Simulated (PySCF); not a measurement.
**AuOBr, triplet: molecular constants**

Level of theory: PySCF, UB3LYP, basis Au def2-SVP with ECP60, O def2-SVP, Br def2-SVP (scalar-relativistic core potentials, no spin–orbit coupling, density fitting).

The structure is a minimum.

```
Point group                                                                   : C∞v
Bond lengths                                                                  : Au–Br 2.361 Å, Au–O 1.877 Å
Bond angles                                                                   : Br–Au–O 180.0°
Lowest empty level (β)                                                        : -5.52 eV
Rotational symmetry number                                                    : 1
Dipole moment                                                                 : 0.27 D
Principal polarisabilities                                                    : 32.8, 32.8, 108.6 bohr³
Entropy at 298.15 K and 1 bar (electronic part: spin only)                    : 303.1 J/(mol K)
Zero-point energy                                                             : 6.8 kJ/mol
Heat capacity Cp at 298.15 K                                                  : 56.6 J/(mol K)
Spin squared ⟨S²⟩                                                             : 2.014
Highest occupied level (α)                                                    : -8.26 eV
Rotational constants                                                          : 0.04087 cm⁻¹
Enthalpy at 298.15 K above 0 K                                                : 13.98 kJ/mol
Principal quadrupole moments (Buckingham, traceless) about the centre of mass : -3.33, 1.67, 1.67 D Å
Atomisation energy without zero-point energy                                  : 451 kJ/mol
```

Harmonic modes (masses in u: Au 196.967, O 15.995, Br 78.918):
```csv
symmetry,ω (cm⁻¹),"IR (km/mol, summed over degenerate members)",μ (u)
π,115,2.1,21.23
σ+,266,8.6,83.60
σ+,634,3.4,17.23
```

In C∞v the vibrations span π + 2σ+.

Charges (e):
```tsv
atom	Mulliken	Löwdin	polar tensor	spin (Mulliken)	Mayer order to Au1
Au1	0.30	-0.07	0.28	0.36	–
O2	-0.17	-0.02	0.02	1.39	1.19
Br3	-0.12	0.08	-0.31	0.26	1.07
```
Other Mayer orders above 0.3: O–Br 0.36.

Mulliken populations on Au1 (electrons outside its core potential): s 3.07, p 6.28, d 9.33, f 0.02.

Outer orbital energies (eV). α occupied: -10.64, -10.64, -10.58, -10.58, -10.08, -9.14, -8.26, -8.26; empty: -1.12, -0.05, -0.05, 1.95. β occupied: -11.55, -11.55, -10.40, -10.40, -9.68, -8.93, -8.28, -8.28; empty: -5.52, -5.52, -0.77, 0.15.

Formally Au is in oxidation state +3, d8, with 2 unpaired electrons (the high-spin count). The Mulliken spin on Au is 0.36, so most of the spin sits on the ligands and the formal count fails. The polar-tensor charge on Au, 0.28, is far below the formal one.

Other isomers or separated fragments may lie lower. Open d and f shells are described by one determinant, and the ground state may have another occupation or spin. Spin–orbit coupling, left out here, can matter for elements this heavy.

The final relaxation and frequency run took roughly 80 core-seconds on a shared host.
